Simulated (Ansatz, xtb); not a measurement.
## ClF2HOSi2: which of two isomers lies lower

We compare X, `F[Si](F)(Cl)O[SiH]`, a singlet, with Y, `F[Si]O[Si@@H](F)Cl`, a singlet. Both are isolated molecules in the gas phase, relaxed with B3LYP/6-31G*, each in the lowest conformer that the search found.

Quicker runs give these differences E(Y) − E(X): GFN2-xTB −71.0 kJ/mol; HF/STO-3G −80.2 kJ/mol (at GFN2-xTB geometries); r2SCAN-D4/def2-SVP −60.2 kJ/mol (at GFN2-xTB geometries).

**Question.** Estimate E(Y) − E(X) at the level CCSD(T)/def2-SVP + ΔMP2/def2-TZVPP.

**Answer.** Calculated at CCSD(T)/def2-SVP + ΔMP2/def2-TZVPP: E(Y) − E(X) = −56.6 kJ/mol, so structure Y lies lower.

Level by level:

| level | geometry | E(Y) − E(X) (kJ/mol) | departure from the last row (kJ/mol) | job, with rough time for the two |
| --- | --- | --- | --- | --- |
| GFN2-xTB | GFN2-xTB | −71.0 | −14.4 | optimisation, 0.66 s |
| HF/STO-3G | GFN2-xTB | −80.2 | −23.6 | single point, 0.44 s |
| r2SCAN-D4/def2-SVP | GFN2-xTB | −60.2 | −3.7 | single point, 3.4 s |
| B3LYP/6-31G* | B3LYP/6-31G* | −60.2 | −3.6 | optimisation, 3.7 min |
| HF/def2-SVP | B3LYP/6-31G* | −49.8 | +6.7 | part of the CCSD(T) run |
| MP2/def2-SVP | B3LYP/6-31G* | −58.5 | −1.9 | part of the CCSD(T) run |
| CCSD(T)/def2-SVP | B3LYP/6-31G* | −55.0 | +1.6 | single point |
| CCSD(T)/def2-SVP + ΔMP2/def2-TZVPP | B3LYP/6-31G* | −56.6 |  | single point, 32 s |

As drawn, both hold the same kinds of bond in the same numbers.

None of the levels shown reverses the order. The largest departure from CCSD(T)/def2-SVP + ΔMP2/def2-TZVPP is that of HF/STO-3G, 23.6 kJ/mol. The last row adds to CCSD(T) the change of the MP2 difference between the two basis sets, here −1.6 kJ/mol.

With harmonic frequencies from B3LYP/6-31G* (ideal gas, rigid rotor, one conformer each, 298.15 K, 1 atm): on the last row, ΔE + ΔZPE = −52.4 kJ/mol. A mode under 50 cm⁻¹ makes harmonic enthalpies and free energies unreliable, so none is given.

The correlated steps freeze 18 core orbitals. Run with Ansatz 0.2.0, xtb 6.7.1; the last row on 1 thread of Intel(R) Xeon(R) 6975P-C (Granite Rapids) on a shared host.
